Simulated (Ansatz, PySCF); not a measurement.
The pair A = H2O (SMILES O) (first 3 atoms), B = HCl (SMILES Cl); geometry from B3LYP-D3(BJ)/def2-TZVP.
(charge 0, multiplicity 1):
```xyz
5

O      0.041     0.332     0.253
H      0.794     0.848    -0.056
H      0.186    -0.567    -0.061
Cl    -0.313     0.473     3.376
H     -0.212     0.434     2.076
```

Correlated levels freeze the cores. CBS(a, b) extrapolates the correlation energy as X⁻³ and adds the Hartree–Fock energy of set b. MP2 and its Hartree–Fock in aug-cc-pV(Q+d)Z are density fitted.

The values were computed with Ansatz (a program for electronic structure); PySCF for the dispersion terms. Values without a source in brackets are computed.

The monomers are drawn apart, rigid, along the line of their centres of mass. Counterpoise-corrected interaction energies (kcal/mol):

```json
[
 {"level": "PBE/def2-TZVPPD", "R = 3.889 Å": "-3.3968", "R = 4.627 Å": "-1.5871"},
 {"level": "PBE-D3(BJ)/def2-TZVPPD", "R = 3.889 Å": "-3.7040", "R = 4.627 Å": "-1.7279"},
 {"level": "wB97M-V/def2-TZVPPD", "R = 3.889 Å": "-3.4058", "R = 4.627 Å": "-1.6295"},
 {"level": "MP2/CBS(aug-cc-pV(T+d)Z, aug-cc-pV(Q+d)Z) + ΔCCSD(T)/aug-cc-pV(T+d)Z", "R = 3.889 Å": "-3.4549", "R = 4.627 Å": "-1.6459"}
]
```

### Question
R is the distance of the centres of mass. Find the local exponent m of E ∝ R⁻ᵐ between the two points.

### Answer

m = ln(E₁/E₂)/ln(R₂/R₁): PBE/def2-TZVPPD 4.4; PBE-D3(BJ)/def2-TZVPPD 4.4; wB97M-V/def2-TZVPPD 4.2; MP2/CBS(aug-cc-pV(T+d)Z, aug-cc-pV(Q+d)Z) + ΔCCSD(T)/aug-cc-pV(T+d)Z 4.3. For scale, two fixed dipoles give m = 3, dipole and quadrupole 4, quadrupoles 5, and dispersion or dipole-induced dipole 6 at long range; at these distances several terms mix, and what is left of overlap and damping shifts m, so it need not match one of them.
